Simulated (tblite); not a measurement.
Compound: C₇H₁₅BO.
Numbering: `[BH2:1][C@H:2]([O:3][CH2:4][CH3:5])[C:6](=[CH2:7])[CH2:8][CH3:9]` (hydrogens: H10, H11 on B1; H12 on C2; H13, H14 on C4; H15, H16, H17 on C5; H18, H19 on C7; H20, H21 on C8; H22, H23, H24 on C9)

Computed with GFN2-xTB (tblite), gas phase: L-BFGS steps from a force-field or distance-geometry start until the largest atomic force falls under 0.01 eV/Å.

Step 42: E = -758.8310 eV
```
atom  x, y, z in Å  |  force x, y, z in eV/Å
B1      0.0115   -1.6044   -2.1131   -0.028  -0.004  -0.026
C2      0.3967   -0.3049   -1.3058    0.032  -0.014  -0.011
O3      1.2801   -0.5468   -0.2227    0.006   0.015   0.022
C4      1.8180    0.6206    0.3579    0.005   0.018  -0.003
C5      2.6115    0.2120    1.5909   -0.027  -0.010  -0.021
C6     -0.9938    0.1263   -0.8395    0.022   0.011   0.010
C7     -1.6592    1.1081   -1.4324    0.005  -0.021  -0.003
C8     -1.5762   -0.6493    0.3144    0.004   0.012   0.006
C9     -1.6948    0.1921    1.5862    0.008  -0.004  -0.020
H10    -0.4068   -1.4782   -3.1948   -0.006  -0.005   0.001
H11     0.0801   -2.6490   -1.6012    0.009  -0.007  -0.033
H12     0.8130    0.4917   -1.9410   -0.013   0.023   0.025
H13     1.0170    1.3280    0.6247    0.012  -0.023   0.017
H14     2.4772    1.1320   -0.3656   -0.008  -0.047  -0.009
H15     1.9429   -0.1843    2.3507    0.001   0.015   0.008
H16     3.3146   -0.5712    1.3197    0.024   0.040  -0.003
H17     3.1539    1.0636    1.9946   -0.033  -0.024  -0.012
H18    -1.2563    1.6668   -2.2593    0.036  -0.002  -0.002
H19    -2.6484    1.3877   -1.1106   -0.028   0.008   0.001
H20    -0.9481   -1.5164    0.5136    0.022   0.013   0.032
H21    -2.5723   -1.0011    0.0329   -0.009  -0.022   0.002
H22    -2.1620   -0.3895    2.3780   -0.021   0.015  -0.013
H23    -2.2960    1.0782    1.3975   -0.016   0.013   0.041
H24    -0.7143    0.5079    1.9323    0.004  -0.003  -0.009
```

Step 43: E = -758.8317 eV
```
atom  x, y, z in Å  |  force x, y, z in eV/Å
B1      0.0100   -1.6045   -2.1136   -0.028   0.010  -0.046
C2      0.3964   -0.3055   -1.3064    0.034  -0.005   0.005
O3      1.2800   -0.5489   -0.2242    0.018   0.035   0.036
C4      1.8168    0.6188    0.3573    0.019   0.030   0.006
C5      2.6109    0.2120    1.5907   -0.025  -0.013  -0.020
C6     -0.9930    0.1266   -0.8382    0.012   0.000  -0.003
C7     -1.6574    1.1082   -1.4324    0.002  -0.031  -0.009
C8     -1.5755   -0.6499    0.3151    0.006   0.028   0.017
C9     -1.6953    0.1929    1.5859    0.010  -0.004  -0.008
H10    -0.4129   -1.4736   -3.1931   -0.006  -0.015   0.002
H11     0.0835   -2.6506   -1.6059    0.007  -0.009  -0.029
H12     0.8121    0.4926   -1.9408   -0.013   0.009   0.026
H13     1.0161    1.3272    0.6255    0.021  -0.043   0.002
H14     2.4770    1.1305   -0.3656   -0.022  -0.050  -0.004
H15     1.9436   -0.1859    2.3508   -0.002   0.016   0.009
H16     3.3171   -0.5689    1.3213    0.023   0.032  -0.011
H17     3.1516    1.0648    1.9941   -0.037  -0.018  -0.010
H18    -1.2519    1.6663   -2.2585    0.035   0.002  -0.005
H19    -2.6488    1.3855   -1.1163   -0.031   0.017   0.014
H20    -0.9455   -1.5155    0.5163    0.013   0.017   0.025
H21    -2.5716   -1.0027    0.0344    0.000  -0.023  -0.002
H22    -2.1624   -0.3874    2.3779   -0.034  -0.005   0.001
H23    -2.2966    1.0790    1.3990   -0.019   0.019   0.023
H24    -0.7159    0.5088    1.9344    0.019   0.002  -0.017
```

Step 44: E = -758.8325 eV
```
atom  x, y, z in Å  |  force x, y, z in eV/Å
B1      0.0081   -1.6043   -2.1148   -0.019   0.024  -0.050
C2      0.3969   -0.3065   -1.3069    0.021   0.006   0.021
O3      1.2807   -0.5507   -0.2254    0.022   0.034   0.037
C4      1.8159    0.6172    0.3568    0.027   0.024   0.012
C5      2.6100    0.2118    1.5903   -0.011  -0.011  -0.008
C6     -0.9915    0.1268   -0.8366   -0.007  -0.016  -0.017
C7     -1.6552    1.1076   -1.4328   -0.005  -0.033  -0.015
C8     -1.5748   -0.6501    0.3161    0.007   0.035   0.023
C9     -1.6960    0.1941    1.5857    0.004   0.002   0.012
H10    -0.4215   -1.4683   -3.1908   -0.008  -0.021  -0.005
H11     0.0880   -2.6526   -1.6131    0.005  -0.007  -0.024
H12     0.8105    0.4940   -1.9401   -0.004  -0.007   0.024
H13     1.0151    1.3251    0.6263    0.023  -0.048  -0.010
H14     2.4767    1.1284   -0.3658   -0.025  -0.040  -0.005
H15     1.9444   -0.1877    2.3508   -0.008   0.013   0.007
H16     3.3206   -0.5655    1.3231    0.019   0.018  -0.022
H17     3.1480    1.0660    1.9933   -0.034  -0.001  -0.001
H18    -1.2460    1.6652   -2.2577    0.025   0.000  -0.002
H19    -2.6493    1.3827   -1.1225   -0.017   0.022   0.020
H20    -0.9428   -1.5140    0.5202    0.003   0.020   0.015
H21    -2.5708   -1.0047    0.0360    0.017  -0.019  -0.005
H22    -2.1634   -0.3852    2.3777   -0.042  -0.022   0.012
H23    -2.2978    1.0803    1.4012   -0.019   0.021   0.003
H24    -0.7178    0.5101    1.9366    0.029   0.004  -0.024
```

Step 45: E = -758.8332 eV
```
atom  x, y, z in Å  |  force x, y, z in eV/Å
B1      0.0064   -1.6036   -2.1167   -0.005   0.028  -0.034
C2      0.3981   -0.3075   -1.3067   -0.001   0.011   0.028
O3      1.2822   -0.5519   -0.2259    0.014   0.012   0.023
C4      1.8157    0.6160    0.3565    0.023   0.003   0.013
C5      2.6091    0.2114    1.5898    0.009  -0.005   0.009
C6     -0.9898    0.1267   -0.8351   -0.025  -0.027  -0.023
C7     -1.6530    1.1064   -1.4338   -0.013  -0.025  -0.017
C8     -1.5742   -0.6495    0.3174    0.006   0.028   0.022
C9     -1.6969    0.1956    1.5860   -0.006   0.011   0.030
H10    -0.4306   -1.4638   -3.1886   -0.012  -0.018  -0.018
H11     0.0926   -2.6546   -1.6214    0.003   0.000  -0.019
H12     0.8085    0.4954   -1.9389    0.011  -0.016   0.020
H13     1.0142    1.3221    0.6267    0.016  -0.034  -0.013
H14     2.4761    1.1261   -0.3662   -0.016  -0.020  -0.010
H15     1.9451   -0.1893    2.3509   -0.014   0.007   0.003
H16     3.3243   -0.5620    1.3247    0.013   0.005  -0.031
H17     3.1438    1.0671    1.9924   -0.024   0.019   0.014
H18    -1.2398    1.6638   -2.2572    0.009  -0.005   0.005
H19    -2.6495    1.3799   -1.1277    0.005   0.024   0.018
H20    -0.9408   -1.5120    0.5246   -0.003   0.022   0.007
H21    -2.5698   -1.0066    0.0372    0.033  -0.011  -0.003
H22    -2.1651   -0.3835    2.3776   -0.040  -0.027   0.016
H23    -2.2992    1.0820    1.4035   -0.014   0.016  -0.011
H24    -0.7192    0.5118    1.9385    0.030   0.003  -0.027
```

**Question.** Estimate the geometry and energy of step 46. (The exact step hangs on the optimiser's Hessian estimate; all steps are aligned on step 45, rigid shifts and turns removed.)

**Answer.** E = -758.8338 eV, largest force 0.046 eV/Å
```
atom  x, y, z in Å  |  force x, y, z in eV/Å
B1      0.0054   -1.6025   -2.1188    0.007   0.021  -0.010
C2      0.3991   -0.3082   -1.3059   -0.018   0.007   0.021
O3      1.2838   -0.5526   -0.2259   -0.001  -0.017   0.004
C4      1.8162    0.6152    0.3565    0.013  -0.020   0.008
C5      2.6086    0.2110    1.5896    0.024   0.003   0.022
C6     -0.9888    0.1260   -0.8341   -0.031  -0.028  -0.019
C7     -1.6516    1.1047   -1.4349   -0.017  -0.013  -0.015
C8     -1.5738   -0.6485    0.3190    0.003   0.012   0.016
C9     -1.6979    0.1970    1.5870   -0.015   0.016   0.036
H10    -0.4378   -1.4606   -3.1873   -0.014  -0.010  -0.030
H11     0.0961   -2.6561   -1.6290    0.003   0.009  -0.016
H12     0.8069    0.4963   -1.9376    0.026  -0.017   0.016
H13     1.0138    1.3191    0.6265    0.006  -0.012  -0.010
H14     2.4756    1.1240   -0.3669   -0.002   0.000  -0.015
H15     1.9454   -0.1905    2.3509   -0.015   0.001  -0.002
H16     3.3275   -0.5592    1.3255    0.007  -0.003  -0.032
H17     3.1400    1.0685    1.9918   -0.011   0.033   0.027
H18    -1.2347    1.6625   -2.2569   -0.007  -0.011   0.009
H19    -2.6493    1.3779   -1.1310    0.023   0.024   0.012
H20    -0.9399   -1.5101    0.5285    0.000   0.020   0.002
H21    -2.5686   -1.0082    0.0378    0.036  -0.003   0.001
H22    -2.1672   -0.3828    2.3779   -0.029  -0.019   0.012
H23    -2.3005    1.0837    1.4052   -0.007   0.008  -0.015
H24    -0.7200    0.5132    1.9395    0.019   0.000  -0.024
```

The energy changes by -0.0006 eV. The first-order estimate −F·Δx gives -0.0008 eV and the mean of the old and new forces, exact on a quadratic surface, -0.0006 eV. The step makes an angle of 72° with the force vector and moves no atom by more than 0.008 Å.

The cost below is that of the whole relaxation. On Arm Neoverse N1, one thread, on a shared host, this took 3.1 s.
